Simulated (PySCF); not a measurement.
# Vertical excitation energies

Species: C₄H₈OSSi.
Atom-mapped SMILES: `[O:1]=[CH:2][C@H:3]1[CH2:4][S:5][CH2:6][SiH2:7]1` (hydrogens: H8 on C2; H9 on C3; H10, H11 on C4; H12, H13 on C6; H14, H15 on Si7)

Structure used (GFN2-xTB), in Å, numbered top down from 1:
```xyz
15
C4H8OSSi angstrom
O     -2.2889    0.6157   -1.3316
C     -1.8985    0.8030   -0.2097
C     -0.8217    0.0549    0.4756
C     -0.5707   -1.3182   -0.1315
S      1.0873   -1.9112    0.3215
C      1.9563   -0.3959   -0.2073
Si     0.8285    1.0587    0.2901
H     -2.3103    1.6314    0.4037
H     -1.0523   -0.0302    1.5392
H     -1.2802   -2.0624    0.2289
H     -0.6344   -1.2661   -1.2196
H      2.9223   -0.3966    0.2889
H      2.1246   -0.4568   -1.2825
H      0.7522    2.0530   -0.7770
H      1.1814    1.6287    1.5892
```

Level of theory: PySCF 2.14.0, density-fitted response routines, TDDFT B3LYP/def2-SVPD, vertical, gas phase, core orbitals frozen in the response.

Q: What does the calculation give for the low-lying excited states?

A: 

| state | λ (nm) | E (eV) | f | main configurations (H = HOMO, L = LUMO) |
| --- | --- | --- | --- | --- |
| S1 | 299.6 | 4.14 | 0.0004 | H→L (70%), H-1→L (28%) |
| S2 | 263.6 | 4.70 | 0.0044 | H-1→L (62%), H→L (26%), H→L+1 (9%) |
| S3 | 258.2 | 4.80 | 0.0045 | H→L+1 (86%) |
| S4 | 228.7 | 5.42 | 0.018 | H→L+2 (97%) |
| S5 | 214.2 | 5.79 | 0.0044 | H→L+3 (80%), H→L+4 (11%) |
| S6 | 203.4 | 6.10 | 0.016 | H→L+4 (64%), H→L+5 (17%), H→L+3 (9%) |
| S7 | 202.0 | 6.14 | 0.011 | H-1→L+1 (77%), H→L+5 (14%) |
| S8 | 198.6 | 6.24 | 0.0084 | H→L+5 (62%), H-1→L+1 (18%), H→L+6 (11%) |

Triplets, Tamm–Dancoff:

```csv
state,E (eV),λ (nm),"main configurations (H = HOMO, L = LUMO)"
T1,3.72,333.0,"H-1→L (60%), H→L (37%)"
T2,4.40,281.7,"H→L+1 (64%), H→L (14%), H-1→L (9%)"
T3,4.56,272.0,"H→L (48%), H-1→L (26%), H→L+1 (22%)"
```

The lowest singlet lies at 4.14 eV (300 nm, ultraviolet) and is dark (f under 0.0005); its leading configuration is HOMO→LUMO (70%). The most intense listed level is S4 at 5.42 eV (229 nm, f = 0.018), 1.28 eV above S1. Löwdin shares by element: HOMO sulfur 66%, carbon 17% or more, oxygen 4%; LUMO carbon 47% or more, oxygen 30%, silicon 7% (atoms not listed hold the other 17%). Orbital energies (eV): HOMO-3 -8.87, HOMO-2 -8.60, HOMO-1 -7.40, HOMO -6.28, LUMO -1.15, LUMO+1 -0.47, LUMO+2 0.01. The oscillator strengths of these states sum to 0.066; summed over the whole spectrum of an exact calculation they would give the number of electrons, 70 (Thomas–Reiche–Kuhn). The listed states span 2.10 eV, and the widest gap between neighbours is 0.62 eV (S3 to S4). No computed singlet lies in the visible range (380 to 750 nm); the lowest, at 300 nm, stands 0.88 eV above its violet end (3.26 eV). Singlets were solved by full linear response, triplets in the Tamm–Dancoff approximation.

The run took 67 s wall on an Arm Neoverse N1 with one thread, no GPU, shared host with 64 logical CPUs at a one-minute load of 56, and the process peaked at 0.87 GiB of memory.

One conformer stands for the species.
